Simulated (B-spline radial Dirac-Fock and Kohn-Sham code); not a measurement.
ΔSCF core binding energies without Breit or QED terms, calculated with an atomic code on a B-spline grid.

A sound run for neutral ytterbium, configuration [Xe] 4f14 6s2: The ground state converged in 15 iterations, with total energy -14067.62735 Ha, virial ratio 1.90056 and highest orbital energy -5.35 eV. ΔSCF binding energies: K (1s) 61618.1 eV, L3 (2p3/2) 8965.4 eV, M5 (3d5/2) 1528.7 eV.

A second run, with one unsound setting: The ground state had not converged after 5 iterations, with total energy -13951.97721 Ha, virial ratio 1.91446 and highest orbital energy -2.25 eV. ΔSCF binding energies: K (1s) 58471.2 eV, L3 (2p3/2) 5818.5 eV (not all states converged, so these are not final). Holes are computed only in closed shells, and unreliable hole states are left out.

```
iter   energy (Ha)        error
   1   -14066.15321417  2.18e+00
   2   -13947.31707245  1.48e+00
   3   -14040.17749681  1.36e+00
   4   -14066.66320469  2.02e-01
   5   -13951.97720913  1.41e+00
```

**Question.** Which fault fits the second run best?
A. box too small
B. speed of light below Z
C. too few quadrature points
D. too few iterations

**Answer.** D. The input had maxit = 5: maxit ends the run before self-consistency.
